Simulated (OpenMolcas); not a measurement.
## Co4+, Rh4+, Ir4+: d⁵ down the group

* Program: OpenMolcas 26.06
* Method: CASSCF
* Basis: ANO-RCC-VTZP
* Scalar Hamiltonian: DKH2, point nucleus
* Spin-orbit coupling: state interaction with AMFI integrals over the reference wave functions, term energies averaged over their components

Active space for each ion: 5 electrons in 10 orbitals (d d).

Computed levels in cm-1 above ⁶S_5/2:

```json
{"Level": "⁴G_7/2", "Co4+": "41496", "Rh4+": "29920", "Ir4+": "26638"}
{"Level": "⁴G_9/2", "Co4+": "41545", "Rh4+": "30135", "Ir4+": "28780"}
{"Level": "⁴G_11/2", "Co4+": "41551", "Rh4+": "30071", "Ir4+": "27769"}
{"Level": "⁴P_1/2", "Co4+": "47700", "Rh4+": "34557", "Ir4+": "31344"}
{"Level": "⁴D_7/2", "Co4+": "51478", "Rh4+": "36825", "Ir4+": "35008"}
{"Level": "⁴D_1/2", "Co4+": "51581", "Rh4+": "37721", "Ir4+": "39377"}
{"Level": "²I_11/2", "Co4+": "59308", "Rh4+": "42679", "Ir4+": "39550"}
{"Level": "²I_13/2", "Co4+": "59449", "Rh4+": "43398", "Ir4+": "43232"}
{"Level": "²F_7/2(1)", "Co4+": "68558", "Rh4+": "50940", "Ir4+": "56164"}
{"Level": "weight of ⁶S in the lowest level (%)", "Co4+": "100", "Rh4+": "99", "Ir4+": "88"}
```

Mixed levels, with the weight of the term that names them: Rh4+ ²F_7/2(1) (61 %), Ir4+ ⁴G_7/2 (72 %), Ir4+ ⁴P_1/2 (66 %), Ir4+ ⁴D_7/2 (72 %), Ir4+ ⁴D_1/2 (70 %), Ir4+ ²I_11/2 (75 %), Ir4+ ²F_7/2(1) (58 %).

Measured, with the error of the calculation in %. Measured levels: Co4+ from Sugar and Corliss, J. Phys. Chem. Ref. Data 10, 1097 (1981).

| Level | Co4+ |
| --- | --- |
| ⁴G_11/2 | 37218 (+11.6) |
| ⁴P_1/2 | 41024 (+16.3) |
| ⁴D_7/2 | 44709 (+15.1) |
| ⁴D_1/2 | 44908 (+14.9) |
| ²F_7/2(1) | 59455 (+15.3) |

Without spin-orbit coupling ⁴G lies 41521, 30011, 27534 cm-1 above ⁶S in that order; the difference to the level ⁴G_7/2, of either sign, comes from spin-orbit coupling, which also lowers the zero.

Without dynamic correlation excited terms often stand tens of per cent too high (terms of higher spin than the ground term too low), and those without a measured partner can miss by more than the paired ones. Active for correlation alone: 4d; no level in the range computed is led by a configuration that fills it, so any true level of that kind is missing (holds for Co4+). Active for correlation alone: 5d; no level in the range computed is led by a configuration that fills it, so any true level of that kind is missing (holds for Rh4+). Active for correlation alone: 6d; no level in the range computed is led by a configuration that fills it, so any true level of that kind is missing (holds for Ir4+). Computed and measured levels are paired by configuration, term and J; levels that our copy of the source lacks, or whose pairing is in doubt (as where it misses far off the trend of its configuration), stay unpaired and out of the deviations. Levels of configurations outside the active space are missing.

A number in round brackets counts repeated terms of one configuration in the order of the reference energies.
